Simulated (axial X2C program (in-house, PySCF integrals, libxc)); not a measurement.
# Levels of HgF by electron attachment to HgF⁺ (EOM-EA-CCSD)

Computed with an in-house all-electron X2C program for linear molecules (integrals from PySCF): two-component X2C with atomic mean-field Coulomb and Gaunt terms, Gaussian nuclei, basis Hg dyall-acv3z, F dyall-av3z with contracted cores.

R = 1.959 Å (0.960 times 2.041 Å, the PBE0 minimum at charge 0 for the lowest determinant).

Levels of HgF obtained by attaching an electron to HgF⁺:

```tsv
Ω	binding energy (eV)	above lowest (cm⁻¹)	attached spinor	one-particle weight
1/2	9.655	0	60% Hg sσ, 19% Hg pσ, 14% F pσ	0.97
1/2	4.958	37887	86% Hg pπ, 7% F pπ	0.97
3/2	4.496	41616	87% Hg pπ, 7% F pπ	0.97
1/2	3.184	52196	68% Hg pσ, 14% Hg dσ, 9% Hg sσ	0.93
1/2	2.600	56902	85% Hg sσ, 6% Hg dσ, 6% Hg pσ	0.99
```

Problem. Take the first Ω = 1/2 and Ω = 3/2 rows of π character: how far apart are they, and which lies lower?

Solution. E(3/2) − E(1/2) = 41616 − 37887 = 3729 cm⁻¹ at EOM-EA-CCSD: regular, Ω = 1/2 lower. Splittings at this level can be off by ten to twenty per cent.

This point took 57 s on 1 thread of Intel(R) Xeon(R) Platinum 8488C (Sapphire Rapids) (shared host).

Reference electrons by ω block (each with its −ω partner): 1/2: 25, 3/2: 13, 5/2: 5, 7/2: 1. 18 electrons of HgF⁺ correlated (inner shells frozen), 84 natural virtual spinors (a truncated set); levels can be off by some tenths of an eV. Roots sought by Ω: (1/2: 5, 3/2: 4, 5/2: 2, 7/2: 1); the list ends where they run out and leaves out roots under 60 % one-particle weight. The solver can skip a root, and states that need a further excitation, which the method places far too high, are missing though they may lie low or lowest. T1 of the reference 0.036 (Lee–Taylor). The reference was not checked to be the lowest state of its species. Number of frozen shells: Hg 5 s, 4 p, 2 d, 1 f; F 1 s. Large amplitudes in the reference (orbital relaxation or multireference character) lower the reliability.
